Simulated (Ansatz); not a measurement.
Relaxation of Pt₂Au₃⁺ with RKS PBE-D4/def2-SVP.

```sh
$ ansatz run in.yaml --threads 4 --pin off --events-out ev --progress --plain --max-ram 4787MiB
```

```yaml
crystal:
  periodic: [false, false, false]
  atoms:
    - {symbol: Pt, position_ang: [-0.664800, 1.204740, 0.038850]}
    - {symbol: Pt, position_ang: [0.380680, -0.748000, 0.075940]}
    - {symbol: Au, position_ang: [-0.758810, -2.734160, -0.463530]}
    - {symbol: Au, position_ang: [-1.546720, 3.212710, -0.508300]}
    - {symbol: Au, position_ang: [2.589650, -0.935300, 0.857040]}
basis:
  gaussian: {orbitals: def2-SVP}
total_charge: 1
hamiltonian: {xc: pbe, dispersion: d4}
scf: {lower_state_search: "off"}
output: {orbitals: {seedname: orbitals}}
relax: {f_tol: 0.02, max_steps: 100}
```

It took 87 s on 4 threads of Intel Xeon on a shared host.

Positions (Å) and forces (eV/Å) at steps 1, 2, 3, 4, 5, 6, 7, 8, 9, 10, 11, 12 of 12:

```xyz
5
step=1 energy=-17573.6656 eV
Pt   -0.665    1.205    0.039   -0.020   -1.021    1.511
Pt    0.381   -0.748    0.076    0.367   -0.351   -0.532
Au   -0.759   -2.734   -0.464   -1.243   -2.182   -0.575
Au   -1.547    3.213   -0.508   -1.557    3.772   -1.284
Au    2.590   -0.935    0.857    2.453   -0.218    0.881
5
step=2 energy=-17574.6397 eV
Pt   -0.705    1.224    0.116   -0.350    0.166    0.673
Pt    0.413   -0.790    0.050    0.199   -0.111   -0.359
Au   -0.828   -2.868   -0.499   -0.191   -0.361   -0.084
Au   -1.617    3.388   -0.573   -0.048    0.355   -0.374
Au    2.736   -0.954    0.906    0.390   -0.049    0.144
5
step=3 energy=-17574.8461 eV
Pt   -0.777    1.220    0.303   -0.242   -0.038    0.672
Pt    0.418   -0.751   -0.019    0.103    0.080   -0.383
Au   -0.818   -2.870   -0.510   -0.073   -0.134   -0.018
Au   -1.562    3.357   -0.665    0.072    0.111   -0.337
Au    2.739   -0.956    0.892    0.140   -0.019    0.066
5
step=4 energy=-17575.0576 eV
Pt   -0.856    1.213    0.486   -0.241   -0.004    0.618
Pt    0.410   -0.645   -0.149    0.128    0.081   -0.449
Au   -0.742   -2.849   -0.472   -0.048   -0.091    0.028
Au   -1.485    3.285   -0.737    0.088    0.041   -0.275
Au    2.673   -1.004    0.871    0.074   -0.026    0.079
5
step=5 energy=-17575.2236 eV
Pt   -0.913    1.183    0.674   -0.055    0.001    0.142
Pt    0.407   -0.566   -0.251   -0.033    0.227   -0.229
Au   -0.736   -2.811   -0.470    0.031    0.054    0.062
Au   -1.398    3.180   -0.812    0.145   -0.275    0.008
Au    2.640   -0.986    0.859   -0.088   -0.008    0.016
5
step=6 energy=-17575.3431 eV
Pt   -0.943    1.137    0.815    0.057   -0.030   -0.098
Pt    0.404   -0.448   -0.406   -0.088    0.175   -0.017
Au   -0.703   -2.742   -0.423    0.086    0.132    0.057
Au   -1.308    3.037   -0.844    0.109   -0.275    0.099
Au    2.550   -0.983    0.858   -0.164   -0.001   -0.041
5
step=7 energy=-17575.4502 eV
Pt   -0.963    1.098    0.920    0.021   -0.003   -0.046
Pt    0.377   -0.306   -0.536   -0.075    0.143   -0.007
Au   -0.610   -2.659   -0.357    0.137    0.134    0.059
Au   -1.220    2.888   -0.863    0.103   -0.235    0.062
Au    2.415   -1.021    0.835   -0.185   -0.039   -0.067
5
step=8 energy=-17575.6573 eV
Pt   -0.996    1.084    1.024   -0.050    0.055    0.052
Pt    0.320   -0.142   -0.615   -0.169    0.416   -0.143
Au   -0.450   -2.571   -0.289    0.289    0.091    0.130
Au   -1.124    2.737   -0.896    0.179   -0.362    0.041
Au    2.251   -1.108    0.777   -0.249   -0.200   -0.081
5
step=9 energy=-17575.9990 eV
Pt   -1.034    1.083    1.122    0.076   -0.014   -0.171
Pt    0.258    0.023   -0.685   -0.330    0.506    0.141
Au   -0.284   -2.492   -0.224    0.371    0.127    0.125
Au   -1.032    2.590   -0.927    0.187   -0.379    0.044
Au    2.093   -1.204    0.714   -0.304   -0.239   -0.140
5
step=10 energy=-17576.1059 eV
Pt   -1.138    1.233    1.182    0.040   -0.008   -0.090
Pt    0.169    0.083   -0.540   -0.148    0.276   -0.005
Au   -0.131   -2.526   -0.257   -0.161   -0.101   -0.060
Au   -0.977    2.539   -1.002    0.098   -0.244    0.084
Au    2.077   -1.329    0.617    0.170    0.077    0.071
5
step=11 energy=-17576.1159 eV
Pt   -1.148    1.240    1.198   -0.009    0.010    0.009
Pt    0.155    0.098   -0.524    0.051   -0.107    0.017
Au   -0.148   -2.521   -0.275    0.031    0.046    0.007
Au   -0.948    2.491   -1.010   -0.023    0.048   -0.008
Au    2.090   -1.309    0.611   -0.049    0.002   -0.025
5
step=12 energy=-17576.1165 eV
Pt   -1.146    1.240    1.196   -0.004    0.001    0.007
Pt    0.157    0.093   -0.524    0.003   -0.001   -0.005
Au   -0.146   -2.520   -0.275   -0.003   -0.004   -0.001
Au   -0.952    2.496   -1.009   -0.001    0.005   -0.004
Au    2.087   -1.310    0.611    0.005    0.000    0.002
```

In the def2 sets Au, Pt take a core potential; there is no spin–orbit coupling. The restricted singlet is unstable towards broken spin symmetry in Hartree–Fock (as tested in another run); at PBE-D4/def2-SVP this wasn't settled. Another isomer (singlet) lies 0.13 eV lower at PBE-D4/def2-SVP; other spin states weren't run for this one.
